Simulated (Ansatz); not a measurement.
Reaction (redistribution): `[GeH3][SiH2][GeH2][GeH3]` + `[SiH3][SiH2][SiH2][SiH2][GeH2][SiH3]` → `[SiH3][GeH2][SiH2][GeH2][SiH2][GeH3]` + `[SiH3][SiH2][SiH2][GeH3]`

Isolated molecules relaxed with PBE0-D4/def2-TZVP in Ansatz; ΔE leaves out vibrations. CCSD(T)/CBS is the MP2 limit (def2-TZVPP, def2-QZVPP) plus CCSD(T) − MP2 in def2-TZVPP, frozen cores. Functionals use def2-TZVPP. B3LYP here is the variant with VWN-RPA as its local correlation; programs differ in this. For Ge outer-core shells are correlated without core-valence functions, which leaves a few kJ/mol of doubt a bond. Scalar relativity is left out up to krypton. One conformer a species, not always the lowest.

(1) Is it downhill or uphill in electronic energy at CCSD(T)/CBS, and by how much? (Best estimate.)

(2) What do these levels give: B3LYP-D4, r2SCAN0-D4, CAM-B3LYP-D4, ωB97X-V, B2PLYP, PBE-QIDH, BHLYP, CAM-B3LYP, RPA@PBE/def2-TZVPP, HF/def2-SVP, CCSD/def2-SVP, HF/def2-TZVPP? (An estimate is asked.)

Largest T1 diagnostic among the species: 0.013.

## Answers

(1) Ansatz gave: Nearly level: ΔE = -0.4 kcal/mol.

(2) Ansatz gave: B3LYP-D4 0.1, r2SCAN0-D4 0.0, CAM-B3LYP-D4 0.0, ωB97X-V 0.0, B2PLYP -0.2, PBE-QIDH -0.2, BHLYP 0.0, CAM-B3LYP -0.1, RPA@PBE/def2-TZVPP -0.4, HF/def2-SVP 0.1, CCSD/def2-SVP 0.1, HF/def2-TZVPP 0.0 kcal/mol.

Leaving LDA and LC-ωPBE aside and taking each functional with its dispersion term where it has one, the values, not all of them listed here, spread over 0.3 kcal/mol, from ωB97M-V to revPBE-D4.
